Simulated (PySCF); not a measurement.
Spectra and structures to be paired. Theory: PySCF 2.14.0, density-fitted response routines, TDDFT PBE0/def2-SVPD, vertical, gas phase, core orbitals frozen in the response. Geometries: GFN2-xTB; one conformer of each isolated species. Triplets are in the Tamm–Dancoff approximation.

A. `C#C[SiH2]SC=C`
B. `O=C(/C=C/F)C[SiH3]`
C. `[H]/N=C(\C)COC(F)F`
D. `O=C([SiH3])C/C=C\F`
E. `C(NC)(=O)CC(F)F`

Lowest singlet levels (six at most, fewer where fewer were computed) with oscillator strengths:

1. 314 nm (f 0.000); 211 nm (f 0.325); 207 nm (f 0.000); 186 nm (f 0.000); 182 nm (f 0.001); 175 nm (f 0.020); T1 3.48 eV
2. 349 nm (f 0.002); 234 nm (f 0.008); 210 nm (f 0.066); 197 nm (f 0.035); 188 nm (f 0.089); 181 nm (f 0.033); T1 2.87 eV
3. 214 nm (f 0.001); 181 nm (f 0.021); 175 nm (f 0.013); 169 nm (f 0.179); 158 nm (f 0.026); 156 nm (f 0.019); T1 5.24 eV
4. 238 nm (f 0.003); 173 nm (f 0.002); 171 nm (f 0.047); 156 nm (f 0.045); 153 nm (f 0.008); 152 nm (f 0.076); T1 4.38 eV
5. 259 nm (f 0.008); 234 nm (f 0.013); 218 nm (f 0.144); 209 nm (f 0.004); 207 nm (f 0.001); 200 nm (f 0.011); T1 3.89 eV

Question: Which spectrum belongs to which structure?

Answer: 1 = B, 2 = D, 3 = E, 4 = C, 5 = A.
- A: S1 at 4.79 eV, HOMO→LUMO (98%); Löwdin shares by element: HOMO sulfur 47%, carbon 41% or more, silicon 5%; LUMO carbon 45% or more, silicon 23%, sulfur 15% (atoms not listed hold the other 17%); HOMO -6.63 and LUMO -0.68 eV.
- B: S1 at 3.95 eV, HOMO→LUMO (97%); Löwdin shares by element: HOMO oxygen 62%, carbon 30% or more; LUMO carbon 62% or more, oxygen 19% (atoms not listed hold the other 19%); HOMO -7.82 and LUMO -1.89 eV; point group Cs, 3 of its 6 listed states under f = 0.0005.
- C: S1 at 5.21 eV, HOMO→LUMO (98%); Löwdin shares by element: HOMO nitrogen 56%, carbon 20% or more, hydrogen 8% or more (atoms not listed hold the other 15%); LUMO carbon 45% or more, nitrogen 35% (atoms not listed hold the other 20%); HOMO -7.82 and LUMO -0.60 eV.
- D: S1 at 3.55 eV, HOMO→LUMO (93%); Löwdin shares by element: HOMO oxygen 41%, carbon 26% or more, silicon 11% (atoms not listed hold the other 21%); LUMO carbon 45% or more, oxygen 32%, silicon 11%; HOMO -6.98 and LUMO -1.34 eV.
- E: S1 at 5.79 eV, HOMO-1→LUMO (44%), HOMO→LUMO (37%), HOMO-1→LUMO+1 (9%); Löwdin shares by element: HOMO oxygen 45%, nitrogen 28%, carbon 14% or more; LUMO carbon 36% or more, oxygen 20%, nitrogen 12% (atoms not listed hold the other 32%); HOMO -7.70 and LUMO 0.20 eV.
